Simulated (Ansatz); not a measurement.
`C#C[SiH2]CO` + `BS` → `BSCO` + `C#C[SiH3]`  (substitution at a C–Si bond)

Gas-phase electronic energies from Ansatz, PBE0-D4/def2-TZVP geometries. CBS: MP2 limit from def2 TZ/QZ plus the TZ coupled-cluster correction, frozen cores. This one scheme is used for every species. DFT in def2-TZVPP. B3LYP here is the variant with VWN-RPA as its local correlation; programs differ in this. HSE06 is defined as in plane-wave codes. Each species was taken in one conformer, which may not be the lowest.

```csv
level,ΔE (kcal/mol)
LDA (SPW92),3.8
HSE06-D4,4.5
PBE,3.7
revPBE,3.6
B3LYP,4.2
HF/def2-SVP,5.9
MP2/def2-QZVPP,4.6
SCS-MP2/def2-QZVPP,4.4
```

(1) What does CCSD(T)/CBS give? (An estimate is asked.)

Largest T1 diagnostic among the species: 0.015.

Answers

(1) Ansatz gave: +4.8 kcal/mol. The listed levels differ from it by -1.0, -0.3, -1.1, -1.2, -0.6, 1.1, -0.2, -0.4 kcal/mol.

Leaving LDA and LC-ωPBE aside and taking each functional with its dispersion term where it has one, the values, not all of them listed here, spread over 1.5 kcal/mol, from revPBE-D4 to ωB97M-V. From BLYP to BHLYP (50 % exact exchange), in def2-TZVPP and without D4, ΔE moves by +1.0 kcal/mol.
